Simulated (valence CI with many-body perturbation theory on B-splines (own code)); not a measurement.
## E1 transitions of Cr11+

Calculated by configuration interaction combined with many-body perturbation theory (CI+MBPT): three valence electrons over a frozen Dirac-Fock core [Ne], a basis of 11 s, 11 p, 10 d, 8 f, 5 g, 2 h functions for each j, with the one-electron correlation potential Σ1 (screened to all orders), the two-electron term Σ2, the three-electron term Σ3, Breit, model QED; selected single and double excitations, second order for the rest, scaled by the run's own slope (own B-spline code, finite nucleus).

No measured levels were compared; by estimate levels of excited configurations hold to 0.05 to 0.15 % of their energy, terms of the ground configuration to about 0.5 %.

Lines 101 to 150 of 586 in falling wavelength, among levels below 1460300 cm⁻¹, chosen from the strongest by gf and those to the six lowest levels. Wavelengths and rates use the calculated energies, so an error of 200 cm⁻¹ moves a line at 387.9 Å by 0.078 % and its rate by three times that or more. Electric multipoles are in the length gauge, E1 and E2 with the static RPA response of the core. Weak lines are less certain than strong ones. Lines between different terms over intervals too small for the method are left out, as are lines whose strength nearly cancels. Where a level lies close to another of its J and parity, the split of strength between their lines is uncertain. The highest levels of a list are the least certain.

Names give the largest LS component (configuration and term), which can be under half, so a name can repeat, a term be missing and a line seem to break the LS rules; names also repeat where a configuration has a term twice. Letters in brackets count levels of one name in rising energy.

```
λ vac (Å)               Upper                 Lower   A (s⁻¹)  S (a.u.)
    387.9  3p 3d2 2F°_7/2 [b]         3s 3d2 2G_9/2  3.66e+09  8.44e-01
    386.5  3p 3d2 4F°_9/2 [a]         3s 3d2 4F_9/2  2.79e+09  7.94e-01
    386.2      3p 3d2 4F°_3/2         3s 3d2 4F_3/2  5.04e+09  5.73e-01
    385.9       3p2 3d 4D_5/2      3s 3p 3d 4D°_3/2  1.72e+09  2.92e-01
    385.5  3p 3d2 4D°_7/2 [b]         3s 3d2 4P_5/2  1.87e+09  4.23e-01
    385.0      3p 3d2 4F°_5/2         3s 3d2 4F_5/2  4.17e+09  7.05e-01
    384.8  3p 3d2 2D°_5/2 [c]         3s 3d2 2P_3/2  9.63e+09  1.62e+00
    384.5  3p 3d2 4D°_5/2 [b]         3s 3d2 4P_3/2  1.21e+09  2.04e-01
    383.6  3p 3d2 2D°_3/2 [c]         3s 3d2 2S_1/2  2.31e+09  2.57e-01
    383.3      3p 3d2 4F°_7/2         3s 3d2 4F_7/2  2.92e+09  6.48e-01
    381.7  3p 3d2 2D°_3/2 [c]         3s 3d2 2P_1/2  6.64e+09  7.29e-01
    379.9  3p 3d2 2G°_7/2 [a]         3s 3d2 4F_7/2  1.29e+09  2.79e-01
    379.3  3p 3d2 4F°_9/2 [b]         3s 3d2 4F_9/2  3.18e+09  8.56e-01
    379.0   3p2 3d 2D_5/2 [c]  3s 3p 3d 2D°_5/2 [b]  4.44e+09  7.16e-01
    377.5       3p2 3d 4D_7/2      3s 3p 3d 4P°_5/2  3.67e+09  7.79e-01
    372.3   3p2 3d 2D_3/2 [c]  3s 3p 3d 2D°_3/2 [b]  4.78e+09  4.87e-01
    369.0  3p 3d2 2D°_3/2 [b]         3s 3d2 2D_3/2  4.77e+09  4.73e-01
    367.4   3p2 3d 2D_3/2 [c]  3s 3p 3d 2P°_1/2 [b]  1.85e+09  1.81e-01
    364.7   3p2 3d 2D_5/2 [a]  3s 3p 3d 2D°_5/2 [a]  1.93e+09  2.77e-01
    364.4  3p 3d2 2D°_5/2 [b]         3s 3d2 2D_5/2  4.68e+09  6.71e-01
    364.2  3p 3d2 2D°_5/2 [a]     3p2 3d 2D_3/2 [b]  1.88e+09  2.69e-01
    362.6       3p2 3d 4F_7/2      3s 3p 3d 4F°_9/2  2.13e+09  4.02e-01
    360.9       3p2 3d 4F_5/2      3s 3p 3d 4F°_7/2  2.92e+09  4.06e-01
    360.9   3p2 3d 2D_3/2 [a]  3s 3p 3d 2D°_3/2 [a]  2.90e+09  2.69e-01
    360.1  3p 3d2 2P°_1/2 [c]         3s 3d2 2P_3/2  4.79e+09  2.21e-01
    360.1  3p 3d2 4F°_9/2 [a]     3p2 3d 2F_7/2 [b]  2.69e+09  6.21e-01
    359.9  3p 3d2 2P°_1/2 [c]         3s 3d2 2S_1/2  9.51e+09  4.38e-01
    359.8       3p2 3d 4F_3/2      3s 3p 3d 4F°_5/2  2.79e+09  2.57e-01
    358.4  3p 3d2 2P°_3/2 [c]         3s 3d2 2P_3/2  1.25e+10  1.14e+00
    357.5  3p 3d2 2D°_3/2 [a]     3p2 3d 2P_1/2 [b]  3.53e+09  3.18e-01
    356.9       3p2 3d 4F_9/2      3s 3p 3d 4F°_9/2  8.94e+09  2.01e+00
    356.8       3p2 3d 4F_3/2  3s 3p 3d 4F°_3/2 [b]  3.34e+09  3.00e-01
    356.6  3p 3d2 2P°_3/2 [c]         3s 3d2 2P_1/2  3.81e+09  3.41e-01
    356.1       3p2 3d 4F_5/2      3s 3p 3d 4F°_5/2  5.43e+09  7.26e-01
    356.0       3p2 3d 4F_3/2  3s 3p 3d 4F°_3/2 [a]  3.54e+09  3.15e-01
    355.9       3p2 3d 4F_7/2      3s 3p 3d 4F°_7/2  6.17e+09  1.10e+00
    355.2  3p 3d2 2D°_5/2 [a]     3p2 3d 2P_3/2 [b]  1.57e+09  2.08e-01
    354.7       3p2 3d 4P_5/2  3s 3p 3d 2D°_5/2 [a]  2.10e+09  2.77e-01
    354.4      3p 3d2 4F°_7/2     3p2 3d 2F_5/2 [b]  1.38e+09  2.43e-01
    353.9  3p 3d2 4F°_9/2 [b]     3p2 3d 2F_7/2 [b]  2.85e+09  6.24e-01
    351.5  3p 3d2 2G°_7/2 [a]     3p2 3d 2F_5/2 [b]  4.70e+09  8.07e-01
    351.1       3p2 3d 4F_7/2      3s 3p 3d 4F°_5/2  1.58e+09  2.70e-01
    350.4       3p2 3d 4F_9/2      3s 3p 3d 4F°_7/2  1.23e+09  2.62e-01
    349.4   3p2 3d 2P_3/2 [b]  3s 3p 3d 2F°_5/2 [a]  4.30e+09  3.62e-01
    348.1   3p2 3d 2D_5/2 [a]      3s 3p 3d 4D°_7/2  3.75e+09  4.68e-01
    347.4  3p 3d2 2D°_5/2 [c]         3s 3d2 2F_7/2  6.68e+09  8.29e-01
    347.4  3p 3d2 4D°_7/2 [b]         3s 3d2 4F_9/2  5.24e+09  8.67e-01
    347.0   3p2 3d 2D_5/2 [c]  3s 3p 3d 2F°_7/2 [b]  6.72e+09  8.32e-01
    346.9      3p 3d2 4S°_3/2         3s 3d2 4P_5/2  3.87e+09  3.19e-01
    346.5      3p 3d2 4S°_3/2         3s 3d2 4P_3/2  3.38e+09  2.77e-01
```
